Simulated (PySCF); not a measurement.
ClSi, SMILES [Si]Cl (connectivity only; charge and spin as stated), neutral, multiplicity 2. Atoms are numbered in the order given.

```xyz
2

Si     0.0000     0.0000    -1.1432
Cl     0.0000     0.0000     0.9414
```
Charge 0, spin multiplicity 2.

Geometry: B3LYP-D3(BJ)/def2-TZVPD.

Level of theory: B3LYP/pcH-1 run with PySCF.

Unrestricted Kohn–Sham, ⟨S²⟩ = 0.753. Hyperfine tensors hold the contact and dipolar terms, without spin-orbit corrections.

Computed hyperfine couplings:
```json
[
 {"nucleus": "29Si no. 1", "A(iso) (MHz)": "-4.3", "A(iso) (G)": "-1.5", "dipolar principal values (MHz)": "-214.9, 105.7, 109.2"},
 {"nucleus": "35Cl no. 2", "A(iso) (MHz)": "5.9", "A(iso) (G)": "2.1", "dipolar principal values (MHz)": "-18.3, -16.3, 34.6"}
]
```
